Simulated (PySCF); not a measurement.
Mapped SMILES: `[F:1][CH:2]([F:3])[SiH2:4][O:5][SiH3:6]` (H(Xn): hydrogen on atom n).

Geometry: PBE0-D3(BJ)/def2-SVP; GIAO absolute shieldings from PySCF 2.14.0 with density-fitted response routines, gas phase, non-relativistic, averaged over equivalent atoms.

At WP04/pcSseg-1 (146 basis functions, 17 s wall time on 1 thread of an Arm Neoverse V1, shared host):
```csv
atoms,σ (ppm)
F1/F3,331.3
C2,47.4
Si4,380.2
Si6,380.9
O5,318.2
H(C2),25.64
H(Si6),27.30
H(Si4),27.43
```

Problem. Predict the values at KT3/pcSseg-1 on the same geometry.

Solution. 
```csv
atoms,σ at KT3/pcSseg-1,change
F1/F3,313.4,-17.9
C2,62.3,+14.9
Si4,399.2,+19.0
Si6,400.8,+19.9
O5,322.1,+3.9
H(C2),25.11,-0.53
H(Si6),26.32,-0.98
H(Si4),26.61,-0.82
```

The largest change is at Si6 (silicon bonded to O, 3 H). Cost: 146 basis functions, 16 s wall time on 1 thread of an Arm Neoverse V2, shared host.
